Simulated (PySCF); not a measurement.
C₆H₁₄S₂, SMILES C(CCSC)CSC.

Geometry: B3LYP-D3(BJ)/def2-SVP. Other conformers were not sampled.

The numbers are results of r2SCAN/def2-SVP in PySCF, not measurements.

```yaml
total_energy: -1032.81712 hartree
point_group: C2h
highest_occupied_level: -5.17 eV
lowest_empty_level: 0.52 eV
orbital_gap: 5.69 eV
dipole_moment: 0.00 D
quadrupole, principal values (traceless, Buckingham form, about the centre of nuclear charge): -16.05, -3.42, 19.47 D·Å
mean_static_polarisability: 102.4 bohr³ (15.18 Å³)
polarisability_principal_values: 73.8, 87.9, 145.6 bohr³
```
